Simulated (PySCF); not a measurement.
Computed Raman spectrum (relative Raman activity) of a molecule C₂H₈O₂Si. Geometry optimised at ωB97X-D3(BJ)/def2-SVP. The values are those of a single conformer. Calculation: ωB97X-D3(BJ)/def2-SVP (PySCF). Frequencies are harmonic and unscaled.

ν (cm⁻¹): 661 (w), 707 (w), 788 (vw), 841 (vw), 869 (w), 917 (vw), 970 (vw), 1177 (vw), 1437 (m), 1486 (m), 1490 (w), 2220 (s), 3017 (vs), 3075 (vs), 3093 (m), 3147 (s), 3181 (vs), 3951 (s) (against the strongest line: vs over 80 %, s over 45 %, m over 15 %, w over 4 %, vw less)

Pick the molecule that these values belong to.
(A) OCC[SiH2]O
(B) C[C@H](O)[SiH2]O
(C) C[Si](C)(O)O
(D) CO[SiH](C)O

D, CO[SiH](C)O
